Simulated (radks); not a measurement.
Numerical settings for neutral chlorine, [Ne] 3s2 3p5. Method: non-relativistic Kohn-Sham, LDA (Slater exchange, Perdew-Wang correlation), spin-polarised, spherical densities, point nucleus; open shells are filled with parallel spins first; computed with a radial shooting solver on a logarithmic mesh with Libxc functionals. The defaults (mesh step 0.008 in ln r, mesh end at 40 bohr or more with all orbitals vanishing there, Anderson mixing 0.5 over 9 steps, residual threshold near 1e-9 with the energy settled to 1e-9 hartree or 1e-11 of itself, here a cap of 93 iterations) give E = -458.6655 hartree and 3p at -8.291 eV in 14 iterations. Run on one thread of a shared host, so times are rough (Arm Neoverse V2): 0.09 s of CPU time, 0.09 s wall, 14 iterations on 2597 mesh points. Changes against that run (0 stands for a change within the tolerance of the run):

setting	iterations	converged	E (mhartree)	e(3p) (meV)	CPU (s)
mesh step in ln r 0.003	14	yes	0	0	0.23
mesh step in ln r 0.012	14	yes	0	0	0.06
mesh step in ln r 0.12	4	no	diverged	-	0.01
mesh end (bohr) 8	14	yes	+0.227	+17.1	0.08
mesh end (bohr) 20	14	yes	0	0	0.08
residual threshold 1e-16	93	no	0	0	0.33
residual threshold 0.01	9	yes	0	-0.123	0.06
mixing 0.2	16	yes	0	0	0.1
linear mixing, mixing 0.05	93	no	+0.0019	-53.7	0.5
linear mixing, mixing 0.8	35	yes	0	0	0.18
mixing history 2	16	yes	0	0	0.09
iteration cap 2	2	no	+22.7	-5.84e+03	0.02

No run marked as converged misses the energy by more than 1 mhartree. A mesh that ends early acts as a hard wall.
